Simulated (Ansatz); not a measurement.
Wavefunction ladder for CH$_{5}$ClFNOSi, SMILES `N[Si@@H](Cl)[C@H](O)F`

```xyz
11

N     0.118    1.627   -0.755
Si   -0.840    0.367   -0.164
Cl   -2.090   -0.536   -1.546
C     0.348   -1.020    0.393
O     0.890   -0.694    1.614
F     1.362   -1.107   -0.573
H    -0.251    2.546   -0.935
H     0.931    1.422   -1.314
H    -1.718    0.854    0.920
H    -0.125   -2.010    0.397
H     1.376   -1.449    1.963
```

Total charge 0; spin multiplicity 1. Geometry: relaxed with PBE0-D4/def2-TZVP. It is one conformer, not always the lowest. Frozen core, restricted reference, Ansatz. CBS rows extrapolate triple and quadruple zeta; past MP2 they add the triple-zeta difference.

```json
{"basis": "def2-TZVPP", "HF (Eh)": "-1018.19077", "MP2 corr.": "-1.17468", "CCSD corr.": "-1.21662", "(T)": "-0.04554", "CCSD(T) total": "-1019.45293"}
{"basis": "def2-QZVPP", "HF (Eh)": "-1018.22511", "MP2 corr.": "-1.27519", "CCSD corr.": "–", "(T)": "–", "CCSD(T) total": "–"}
{"basis": "CBS(def2)", "HF (Eh)": "-1018.22984", "MP2 corr.": "-1.34965", "CCSD corr.": "-1.39159", "(T)": "as TZ", "CCSD(T) total": "-1019.66697"}
```
